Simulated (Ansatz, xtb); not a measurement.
## C5H2BrN3: which of two isomers lies lower

We compare X, `N#Cc1cncnc1Br`, a singlet, with Y, `N#Cc1cnc(Br)nc1`, a singlet. Both are isolated molecules in the gas phase, relaxed with PBE0-D3(BJ)/def2-SVP.

**Question.** Estimate which is lower in electronic energy at CCSD(T)/def2-SVP + ΔMP2/def2-TZVPP, and by roughly how much.

**Answer.** Too close to call at this level: CCSD(T)/def2-SVP + ΔMP2/def2-TZVPP gives E(Y) − E(X) = +3.50 kJ/mol.

Level by level:

```
                             level              geometry  E(Y) − E(X) (kJ/mol)  departure from the last row (kJ/mol)  job, with rough time for the two
                          GFN2-xTB              GFN2-xTB                   −6.91                                −10.41              optimisation, 0.24 s
                         HF/STO-3G              GFN2-xTB                   −4.48                                 −7.98               single point, 1.9 s
                r2SCAN-D4/def2-SVP              GFN2-xTB                   +0.14                                 −3.36               single point, 7.5 s
              PBE0-D3(BJ)/def2-SVP  PBE0-D3(BJ)/def2-SVP                   +0.38                                 −3.12                optimisation, 90 s
                       HF/def2-SVP  PBE0-D3(BJ)/def2-SVP                   −3.59                                 −7.09           part of the CCSD(T) run
                      MP2/def2-SVP  PBE0-D3(BJ)/def2-SVP                   +2.82                                 −0.68           part of the CCSD(T) run
                  CCSD(T)/def2-SVP  PBE0-D3(BJ)/def2-SVP                   +1.69                                 −1.81                      single point
CCSD(T)/def2-SVP + ΔMP2/def2-TZVPP  PBE0-D3(BJ)/def2-SVP                   +3.50                                                     single point, 4 min
```

As drawn, both hold the same kinds of bond in the same numbers.

The largest departure from CCSD(T)/def2-SVP + ΔMP2/def2-TZVPP is that of GFN2-xTB, 10.41 kJ/mol. The last row adds to CCSD(T) the change of the MP2 difference between the two basis sets, here +1.81 kJ/mol.

With thermal terms from frequencies at re-optimised GFN2-xTB minima (ideal gas, soft modes damped towards free rotors, one conformer each, 298.15 K, 1 atm): on the last row, ΔE + ΔZPE = +3.51, ΔH = +3.46, ΔG = +5.67 kJ/mol.

The correlated steps freeze 17 core orbitals; the filled d shell of Br is correlated, in a basis made for valence electrons. Codes used: Ansatz 0.2.0, xtb 6.7.1; the last row on 2 threads of Intel(R) Xeon(R) Processor @ 2.70GHz on a shared host.
